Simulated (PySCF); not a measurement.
Species: [PdCl6]2- (charge -2 and singlet state).
Bonds: Pd1–Cl2, Pd1–Cl3, Pd1–Cl4, Pd1–Cl5, Pd1–Cl6, Pd1–Cl7.

Theory: PBE0-D3(BJ)/def2-SVP geometry optimisation, gas phase, def2 core potentials past Kr in PySCF 2.14.0.

(1) List the bond lengths and angles at this level.

Results:

(1) 
```tsv
bond	length (Å)
Pd1–Cl2 and 5 like bonds	2.349
```

Bonds in one row agree within 0.01 Å and their mean is given. A selection of angles:
```tsv
angle	degrees
Cl2–Pd1–Cl3	179.9
Cl2–Pd1–Cl4	90.1
```

Pd1 (palladium bonded to 6 Cl) is octahedral (the three widest angles are 179.9°, 179.9° and 179.9°, the others run from 89.9° to 90.1°). All 6 Cl–Pd bonds measure 2.349 to 2.350 Å.

Point group: Oh (every atom within 0.08 Å of its image). PBE0-D3(BJ)/def2-SVP frequencies: not computed here. Whether so highly charged an anion holds all its electrons in the gas phase wasn't checked; a finite basis holds them in any case. The ion is multiply charged and computed without counter-ions or solvent. The geometry's basis has no diffuse functions, a weakness for an anion.

On one thread of an Arm Neoverse V1, no GPU, shared host with 32 logical CPUs at a one-minute load of 19, this took 92 s of wall time and 0.58 GiB of memory at its peak. These figures are those of the optimisation.
